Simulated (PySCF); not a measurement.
C₂H₉NOSi₂, SMILES CN1C[Si@@H](O)[SiH2]1. Geometry optimised at ωB97X-D3(BJ)/def2-SVP. The structure was generated by enumeration; whether it is a known compound was not checked. Other conformers were not sampled.

**Question.** Give the equilibrium geometry at ωB97X-D3(BJ)/def2-SVP (PySCF confirms it by a frequency run) as bond lengths and angles. (The exact figures need the calculation; the answer reports its results.)

**Answer.** One answer among several that fit: 
Atoms: C1 N2 C3 Si4 O5 Si6 H7 H8 H9 H10 H11 H12 H13 H14 H15. Bond lengths (Å): C1–N2 1.442, C1–H7 1.107, C1–H8 1.102, C1–H9 1.108, N2–C3 1.469, N2–Si6 1.751, C3–Si4 1.916, C3–H10 1.108, C3–H11 1.110, Si4–O5 1.672, Si4–Si6 2.310, Si4–H12 1.496, O5–H13 0.962, Si6–H14 1.497, Si6–H15 1.500. Bond angles (°): N2–C1–H7 111.3, N2–C1–H8 110.3, N2–C1–H9 112.3, H7–C1–H8 107.6, H7–C1–H9 107.4, H8–C1–H9 107.8, C1–N2–C3 118.4, C1–N2–Si6 131.0, C3–N2–Si6 109.6, N2–C3–Si4 96.2, N2–C3–H10 111.9, N2–C3–H11 112.9, Si4–C3–H10 115.3, Si4–C3–H11 113.1, H10–C3–H11 107.4, C3–Si4–O5 117.4, C3–Si4–Si6 76.6, C3–Si4–H12 112.0, O5–Si4–Si6 119.7, O5–Si4–H12 109.2, Si6–Si4–H12 118.6, Si4–O5–H13 116.9, N2–Si6–Si4 76.0, N2–Si6–H14 114.1, N2–Si6–H15 116.3, Si4–Si6–H14 122.7, Si4–Si6–H15 119.4, H14–Si6–H15 106.0.
Charge 0, spin multiplicity 1.
